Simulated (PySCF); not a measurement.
SnOCl, SMILES [Sn](=[O])[Cl], multiplicity 2.

The structure is a stationary point at B3LYP-D3(BJ)/def2-TZVP. The def2 effective core potentials stand for the cores of Sn; spin–orbit coupling is left out.

Computed with PySCF with TDA-PBE/def2-SVPD.

Vertical excitations. Isolated molecule, no solvent.

| state | energy (eV) | λ (nm) | f | main pairs |
|---|---|---|---|---|
| root 1 | 0.83 | 1486 | 0.000 | β HOMO−1→LUMO 99 % |
| root 2 | 0.85 | 1453 | 0.003 | β HOMO→LUMO 97 % |
| root 3 | 2.02 | 613 | 0.001 | β HOMO−3→LUMO 100 % |
| root 4 | 2.04 | 608 | 0.006 | β HOMO−2→LUMO 93 % |
| root 5 | 2.75 | 451 | 0.021 | β HOMO−4→LUMO 83 % |
| root 6 | 3.16 | 393 | 0.000 | α HOMO→LUMO 37 %, β HOMO→LUMO+1 60 % |
| root 7 | 3.48 | 356 | 0.002 | α HOMO−1→LUMO 38 %, β HOMO−1→LUMO+1 57 % |
| root 8 | 3.85 | 322 | 0.020 | α HOMO→LUMO 56 %, β HOMO→LUMO+1 34 % |
| root 9 | 4.24 | 293 | 0.005 | α HOMO−2→LUMO 82 %, β HOMO−2→LUMO+1 13 % |
| root 10 | 4.36 | 284 | 0.001 | α HOMO−3→LUMO 48 %, α HOMO−1→LUMO 7 %, β HOMO−3→LUMO+1 44 % |
Unrestricted roots are not spin-pure.
